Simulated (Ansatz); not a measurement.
Basis-set extrapolation for C₃H₉BSi (`BC[SiH]1CC1`) (PBE0-D4/def2-TZVP geometry, frozen core, the Gaussian-basis code of Ansatz). Multiplicity 1, RHF reference.

```tsv
	def2-TZVPP	def2-QZVPP
HF	-432.466554	-432.482315
MP2 correlation	-0.748239	-0.795359
CCSD(T) correlation	-0.838109	not run
```

Energies in hartree. Use E(X) = E(∞) + A·exp(−7.88·√X) for Hartree–Fock and E(X) = E(∞) + B·X^(−2.97) for correlation, with X = 3 and 4, and add CCSD(T) minus MP2 of the smaller set to the MP2 limit.

**Question.** What is the CCSD(T) energy at the basis-set limit?

**Answer.** HF limit: -432.482315 + (-0.015761) × 0.13774 = -432.48449. MP2 limit: -0.795359 + (-0.047120) × 0.74074 = -0.83026. Higher-order term: -0.838109 − (-0.748239) = -0.08987. Total: -433.40462 hartree, 62.7 kcal/mol below CCSD(T)/def2-TZVPP.
